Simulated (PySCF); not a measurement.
**Building multiplets from coupling constants**

Mapped SMILES: `[CH3:1][BH:2][C:3]([F:4])=[C:5]([F:6])[F:7]` (H(Xn): hydrogen on atom n).

[PySCF 2.14: spin–spin couplings from B3LYP/pcJ-1 (spin–dipole term only in couplings to heteroatoms); geometry: PBE0-D3(BJ)/def2-SVP; σ from GIAO-PBE0/pcSseg-1; single conformer; averaged over atoms made equivalent by symmetry, fast rotation or ring inversion; isolated molecule; relativity neglected]

Scale: 19F (σref 177.25) against CFCl3; TMS for 1H (σref 31.27) (reference shieldings calculated alike).

Spectrometer: 800 MHz for 1H. First-order analysis; couplings under 1 Hz (under 4 Hz in carbon signals) are ignored, and nearly equal couplings are merged; the smaller ones broaden or split the lines further.

**Question.** What pattern does F7 show (19F)?

**Answer.** A triplet of doublets of quartets at δ -87.2: 141.7 Hz to F6 and F4 (2 × 19F, 2 or 3 bonds away), 11.2 Hz to H(B2) (1 × 1H, 4 bonds away), 1.2 Hz to H(C1) (3 × 1H, 5 bonds away). Lines in Hz from the centre (relative intensity): +149.1 (1), +147.9 (3), +146.7 (3), +145.5 (1), +137.9 (1), +136.7 (3), +135.5 (3), +134.3 (1), +7.4 (2), +6.2 (6), +5.0 (6), +3.8 (2), -3.8 (2), -5.0 (6), -6.2 (6), -7.4 (2), -134.3 (1), -135.5 (3), -136.7 (3), -137.9 (1), -145.5 (1), -146.7 (3), -147.9 (3), -149.1 (1). The outer lines are 298.2 Hz apart, the sum of the couplings kept, or 0.396 ppm at this field.

**Question.** What pattern does H(C1) show (1H)?

**Answer.** A doublet of doublets at δ 1.18: 2.3 Hz to F6 (1 × 19F, 5 bonds away), 1.2 Hz to F7 (1 × 19F, 5 bonds away). Lines in Hz from the centre (relative intensity): +1.8 (1), +0.6 (1), -0.6 (1), -1.8 (1). The outer lines are 3.5 Hz apart, the sum of the couplings kept, or 0.004 ppm at this field.

**Question.** What pattern does F4 show (19F)?

**Answer.** A doublet of doublets of doublets at δ -202.1: 141.2 Hz to F7 (1 × 19F, 3 bonds away), 48.2 Hz to F6 (1 × 19F, 3 bonds away), 33.8 Hz to H(B2) (1 × 1H, 3 bonds away). Lines in Hz from the centre (relative intensity): +111.6 (1), +77.8 (1), +63.4 (1), +29.6 (1), -29.6 (1), -63.4 (1), -77.8 (1), -111.6 (1). The outer lines are 223.2 Hz apart, the sum of the couplings kept, or 0.297 ppm at this field.

**Question.** What pattern does F6 show (19F)?

**Answer.** A doublet of doublets of quintets at δ -69.9: 142.2 Hz to F7 (1 × 19F, 2 bonds away), 48.2 Hz to F4 (1 × 19F, 3 bonds away), 2.5 Hz to H(B2) and H(C1) (4 × 1H, 4 or 5 bonds away). Lines in Hz from the centre (relative intensity): +100.2 (1), +97.7 (4), +95.2 (6), +92.7 (4), +90.2 (1), +52.0 (1), +49.5 (4), +47.0 (6), +44.5 (4), +42.0 (1), -42.0 (1), -44.5 (4), -47.0 (6), -49.5 (4), -52.0 (1), -90.2 (1), -92.7 (4), -95.2 (6), -97.7 (4), -100.2 (1). The outer lines are 200.4 Hz apart, the sum of the couplings kept, or 0.266 ppm at this field.

Hydrogens on boron are broadened and split by 11B (spin 3/2, 80 %) and 10B (spin 3). Only one conformer was computed, so three-bond couplings in flexible chains and rings are approximate.
